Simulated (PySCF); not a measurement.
**Substituent effects on chemical shifts**

Parent skeleton `[SiH3:1][O:2][SiH:3]([O:4][SiH3:5])[O:6][SiH3:7]`; one hydrogen on atom 1 is replaced by X. Hydrogens on one atom are averaged.

[PySCF 2.14: shieldings: GIAO PBE0/pcSseg-1; geometry: GFN2-xTB; non-relativistic; single conformer; averaged over atoms made equivalent by symmetry, fast rotation or ring inversion; no solvent model]

Chemical shifts δ = σref − σ; TMS for 29Si, 1H; 17O vs H2O, all at this level.

Parent (X = H): Si1 -42.9, O2 54.3, Si3 -76.3, O4/O6 54.3, Si5/Si7 -42.9, H(Si1) 5.30, H(Si3) 3.98, H(Si5)/H(Si7) 5.30 ppm. Effects are Δδ = δ(X) − δ(H), positive for deshielding.

(1) Give Δδ (ppm) for X = F, PH2, ethynyl, Cl, SH, CN, CH3.

(2) Which position responds most, and to which substituents?

Answers

(1) 
```tsv
X	SMILES	Si1	O2	Si3	O4/O6	Si5/Si7	H(Si1)	H(Si3)	H(Si5)/H(Si7)
F	F[SiH2]O[SiH](O[SiH3])O[SiH3]	+10.3	+53.7	-1.7	-1.5	-0.4	-0.29	+0.08	-0.02
PH2	[SiH3]O[SiH](O[SiH3])O[SiH2]P	+23.2	+15.2	-0.5	-2.4	-0.2	+0.56	+0.01	-0.02
ethynyl	C#C[SiH2]O[SiH](O[SiH3])O[SiH3]	-13.8	+19.9	-1.6	-0.7	-0.7	+0.02	+0.07	+0.01
Cl	[SiH3]O[SiH](O[SiH3])O[SiH2]Cl	+12.7	+48.0	-2.8	-1.1	-0.2	+0.16	+0.09	+0.00
SH	[SiH3]O[SiH](O[SiH3])O[SiH2]S	+24.2	+27.8	+0.6	-0.3	+1.0	+0.47	+0.10	-0.02
CN	N#C[SiH2]O[SiH](O[SiH3])O[SiH3]	-20.3	+13.9	-0.6	+0.0	+1.8	-0.04	+0.09	+0.03
CH3	C[SiH2]O[SiH](O[SiH3])O[SiH3]	+20.3	+19.6	-1.7	-1.8	-2.1	+0.00	+0.06	-0.05
```

(2) Si1: from -20.3 ppm with CN to +24.2 ppm with SH.

Experimental scales use liquid or dissolved standards, which lie at an offset from isolated H2O (liquid H2O: subtract about 36 ppm).
